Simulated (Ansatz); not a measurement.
Geometry optimisation, RKS B3LYP/def2-SVP (Ansatz 0.2.0).

Input file:

```yaml
crystal:
  periodic: [false, false, false]
  atoms:
    - { symbol: Zr, position_ang: [0.09787, 0.511301, -0.369959] }
    - { symbol: F, position_ang: [0.806351, -0.82418, 2.431331] }
    - { symbol: O, position_ang: [1.637307, -0.463162, -1.015745] }
    - { symbol: H, position_ang: [2.225191, -1.134048, -1.371054] }
    - { symbol: O, position_ang: [-0.858365, 1.427585, -1.779099] }
    - { symbol: H, position_ang: [-1.420423, 1.642465, -2.525942] }
    - { symbol: O, position_ang: [-1.228402, -0.628865, 0.503041] }
    - { symbol: H, position_ang: [-1.033216, -1.139913, 1.302051] }
    - { symbol: "N", position_ang: [0.874159, 1.911904, 1.101619] }
    - { symbol: H, position_ang: [1.858488, 2.183917, 1.123365] }
    - { symbol: H, position_ang: [0.333469, 2.68489, 1.48891] }
    - { symbol: H, position_ang: [0.872771, 0.107904, 2.433982] }
basis:
  gaussian: { orbitals: def2-SVP }
hamiltonian:
  xc: b3lyp
relax:
  f_tol: 0.03
  max_steps: 50
output:
  orbitals: {}
```

Launched with:

```bash
$ ansatz run input.yaml --threads 4 --pin off --max-ram 5120MiB --backend cpu --events-out ev --progress --plain --runs-dir out
```

Question: Where does it end, and by what steps?

Answer: It converged. The force dipped under the threshold on the way, but the program's further checks kept it going. After 39 steps the energy has fallen by 1.937 eV; H8 moved furthest, 2.06 Å. Parted: F2–H12 (0.93 → 2.79 Å). Joined: Zr1–F2 (3.18 → 1.95 Å), N9–H12 (2.24 → 1.02 Å).

| step | energy less start (eV) | largest force component (eV/Å) | accepted |
| --- | --- | --- | --- |
| 0 | 0.0000 | 1.103 | yes |
| 2 | -0.2543 | 0.628 | yes |
| 4 | -0.3036 | 0.135 | yes |
| 6 | -0.4782 | 0.960 | yes |
| 8 | -0.8907 | 2.624 | yes |
| 10 | -1.4213 | 0.968 | yes |
| 12 | -1.5624 | 0.369 | yes |
| 14 | -1.5760 | 0.168 | yes |
| 16 | -1.5830 | 0.254 | yes |
| 18 | -1.5861 | 0.152 | yes |
| 20 | -1.5920 | 0.617 | no |
| 22 | -1.6039 | 0.072 | yes |
| 24 | -1.6318 | 0.320 | yes |
| 26 | -1.6945 | 0.656 | yes |
| 28 | -1.7847 | 0.583 | yes |
| 30 | -1.8720 | 0.550 | yes |
| 32 | -1.8933 | 0.296 | yes |
| 34 | -1.9179 | 0.161 | yes |
| 36 | -1.9353 | 0.043 | yes |
| 38 | -1.9366 | 0.042 | yes |
| 39 | -1.9367 | 0.018 | yes |

```xyz
12
Properties=species:S:1:pos:R:3
Zr -0.025 0.039 0.330
F -0.231 -0.029 2.272
O 1.732 -0.498 -0.413
H 2.020 -1.260 -0.926
O -0.934 1.524 -0.616
H -1.657 1.546 -1.251
O -1.129 -1.474 -0.188
H -1.699 -2.233 -0.315
N 1.364 1.948 1.035
H 2.050 2.165 0.310
H 0.798 2.787 1.184
H 1.878 1.766 1.899
```

Whether the end is a true minimum wasn't checked by a vibrational analysis.

Time of the run: 2.1 min on 4 threads of Arm Neoverse V1, with other jobs on the host, peak memory 0.35 GiB.
